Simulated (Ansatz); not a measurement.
Cost and result up the ladder for SbMe2H (C2H7Sb) (10 atoms). Charge 0, multiplicity 1. Geometry: r2SCAN-D4/def2-SVP.

```xyz
10

Sb   -0.883    0.083    1.001
C     1.291   -0.120    0.964
H     1.741    0.878    0.854
H     1.606   -0.758    0.126
H     1.640   -0.560    1.909
C    -1.043    0.467   -1.143
H    -2.091    0.370   -1.461
H    -0.421   -0.241   -1.709
H    -0.707    1.494   -1.347
H    -1.134   -1.612    0.807
```

Ansatz on 4 threads of Arm Neoverse V1 on a shared host. Times are rough, and most runs start from the orbitals of an earlier one. ωB97M-V/def2-TZVP serves as the yardstick here, not as an exact answer. Differences are given only for rows in sets of like size (and for xTB, whose basis is part of the method), since another set adds its own error. Binding counts from free atoms at the same level (Sb quartet, C triplet, H doublet; other spins of the atoms weren't run), without zero-point energy or a counterpoise term.

In the def2 sets Sb takes a core potential; there is no spin–orbit coupling. LC-ωPBE has ω = 0.4 bohr⁻¹. B3LYP takes the VWN-RPA correlation. Correlated methods freeze 6 core orbitals; core or outer-core shells of Sb are correlated, in sets that lack core-valence functions.

Correlated methods converge slowly with the basis.

```
                 level  functions  wall time  binding energy per atom (eV)  difference from ωB97M-V/def2-TZVP (eV)
       PBE-D4/def2-SVP         89     0.65 s                          3.48                                       –
      PBE0-D4/def2-SVP         89     0.75 s                          3.44                                       –
         MP2/def2-TZVP        154      1.1 s                          3.29                                   -0.15
    B3LYP-D4/def2-TZVP        154      1.4 s                          3.46                                    0.02
     LC-ωPBE/def2-TZVP        154      1.4 s                          3.39                                   -0.04
     PBE-D4/def2-TZVPD        193      1.4 s                          3.48                                    0.05
CAM-B3LYP-D4/def2-TZVP        154      1.4 s                          3.46                                    0.02
    PBE0-D4/def2-TZVPD        193      1.8 s                          3.44                                    0.00
   r2SCAN-D4/def2-TZVP        154        2 s                          3.43                                    0.00
  r2SCANh-D4/def2-TZVP        154      2.6 s                          3.42                                   -0.02
  r2SCAN-D4/def2-TZVPD        193      2.8 s                          3.43                                    0.00
     ωB97M-V/def2-TZVP        154      4.5 s                          3.44                                    0.00
      B97M-V/def2-TZVP        154        5 s                          3.46                                    0.02
    CCSD(T)/def2-TZVPP        210       76 s                          3.37                                   -0.06
```
